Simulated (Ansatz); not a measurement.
iridium atom (Ir), quartet (core potentials on Ir); PBE/def2-SVP (Ansatz, an electronic-structure program).

Input for Ansatz:
Ansatz 0.2 input:
```yaml
crystal:
  periodic: [false, false, false]
  atoms:
    - {symbol: Ir, position_ang: [0.00000000, 0.00000000, 0.00000000]}
basis:
  gaussian:
    orbitals: def2-SVP
hamiltonian:
  xc: pbe
magnetization: {spin_polarized: true, initial_magnetization: 3}
```

Problem. What does Ansatz print? Leave out banner, timings and long lists.

Solution. 
```
Functional definition: PBE
294 factors; their error is unknown
mean field evaluation 1: about -2835.0916 eV, gradient 1.7e1 eV
mean field evaluation 2: about -2830.0246 eV, gradient 3.7e1 eV
mean field evaluation 4: about -2836.8414 eV, gradient 7.6e0 eV
mean field evaluation 8: about -2837.1343 eV, gradient 4.5e0 eV
mean field evaluation 16: about -2837.2475 eV, gradient 6.2e-2 eV
mean field evaluation 32: about -2837.2610 eV, gradient 6.2e-5 eV
mean field evaluation 64: about -2837.2000 eV, gradient 8.0e-4 eV
mean field evaluation 96: about -2837.2475 eV, gradient 2.8e-4 eV
mean field evaluation 128: about -2837.2506 eV, gradient 3.2e-3 eV
mean field evaluation 160: about -2837.0172 eV, gradient 5.2e0 eV
mean field evaluation 192: about -2837.2506 eV, gradient 3.4e-2 eV
mean field evaluation 224: about -2837.2610 eV, gradient 2.8e-6 eV
mean field evaluation 256: about -2837.1134 eV, gradient 1.1e0 eV
mean field evaluation 288: about -2837.2104 eV, gradient 6.9e-1 eV
mean field evaluation 320: about -2837.2475 eV, gradient 7.4e-3 eV
mean field evaluation 352: about -2836.4106 eV, gradient 6.7e0 eV
mean field evaluation 384: about -2837.1394 eV, gradient 3.0e0 eV
mean field evaluation 416: about -2837.2000 eV, gradient 7.5e-1 eV
mean field -2837.26098634 eV, -104.2674180835 hartree, gradient 4.2e-6 eV, S^2 3.751245; 21 other end points of the search recorded, 0 dependent functions left out
reference -2837.26101186 eV, -104.2674190211 hartree; 10, 7 occupied and 22, 25 virtual orbitals, 294 factors
Total energy: -2837.26101186 eV, -104.2674190211 hartree
```
